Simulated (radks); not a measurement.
Coulomb parameter of the 3d shell of neutral nickel in the model configuration [Ar] 3d6 4s2 4p2, as a second difference U = [E(n + 0.5) + E(n - 0.5) - 2 E(n)] / (0.5)^2 with all orbitals relaxed. "Bare": the charge of the atom changes with n. "Screened": the 4p shell takes up the change at fixed total charge, which measures U(3d,3d) + U(4p,4p) - 2 U(3d,4p). Calculated with a radial shooting solver on a logarithmic mesh with Libxc functionals: Dirac Kohn-Sham, PBE, spin-unpolarised, spherical densities, point nucleus; open shells are shared between the two j in proportion to 2j + 1.

case                  configuration  E - E(n) (eV)
start              [Ar] 3d6 4s2 4p2          0.000
bare +0.5        [Ar] 3d6.5 4s2 4p2        -10.228
bare -0.5        [Ar] 3d5.5 4s2 4p2         14.116
screened +0.5  [Ar] 3d6.5 4s2 4p1.5         -9.289
screened -0.5  [Ar] 3d5.5 4s2 4p2.5         11.060

U(bare) = 15.551 eV, U(screened by 4p) = 7.082 eV, against the Slater integral F0(3d,3d) = 28.833 eV with frozen orbitals. The step up makes a negative ion, whose loosely bound charge lowers the bare value.
